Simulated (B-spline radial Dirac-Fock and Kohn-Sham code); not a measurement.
Dipole and non-dipole photoemission parameters of Ti³⁺ 3s

System: the Ti³⁺ ion in the configuration [Ar] 3d1; threshold 102.9 eV (orbital energy of the model). These are calculated numbers from a radial atomic solver; the model is Dirac-Hartree-Slater photoionisation with a Latter tail; cross sections with all multipoles, angular parameters from the dipole term and its interference with E2.

Input file task.json (cfg lists n, l and occupation; rrms is the nuclear radius in fm):

```json
{"items": [{
  "Z": 22,
  "q": 3,
  "cfg": [[1, 0, 2], [2, 0, 2], [2, 1, 6], [3, 0, 2], [3, 1, 6], [3, 2, 1]],
  "A": 48,
  "rrms": 3.5921,
  "do": "xps",
  "hv": [68.9, 80, 91.3, 100, 101.0, 105.0, 121.0, 200, 270.0, 300, 340.0, 541.0, 593.0, 718.0, 782.0, 1000, 1030.0, 1210.0, 1470.0, 1486.9, 2010.0, 2170.0, 3090.0, 3420.0, 4000, 4160.0, 6150.0, 8047.8, 8520.0, 11100.0]
}]}
```

Run with: `python xray2_run.py task.json out`

For linearly polarised light dσ/dΩ = σ/(4π) [1 + β P₂(cos θ) + (δ + γ cos²θ) sin θ cos φ], with θ from the polarisation vector and φ the angle between the beam and the projection of the electron momentum on the plane normal to the polarisation.

```csv
hν (eV),σ (kb),β,γ
121,359,1.999,0.231
200,212,2.000,0.177
270,139,2.000,0.102
300,118,2.000,0.074
340,97.1,2.000,0.043
541,44.9,2.000,-0.038
593,38.2,2.000,-0.044
718,27.1,2.000,-0.047
782,23.2,2.000,-0.043
1000,14.6,2.000,-0.011
1030,13.7,2.000,-0.005
1210,10.0,2.000,0.036
1470,6.81,2.000,0.103
1486.9,6.66,2.000,0.107
2010,?,?,?
2170,3.03,2.000,0.296
3090,1.40,2.000,0.538
3420,1.11,2.000,0.619
4000,0.774,2.000,0.753
4160,0.706,2.000,0.789
6150,0.275,2.000,1.187
8047.8,0.140,1.999,1.503
8520,0.121,1.999,1.576
11100,0.0606,1.999,1.935
```

Q: Give the values at 2010 eV.

A: σ = 3.57 kb, β = 2.000, γ = 0.251. For an s subshell δ is negligible.
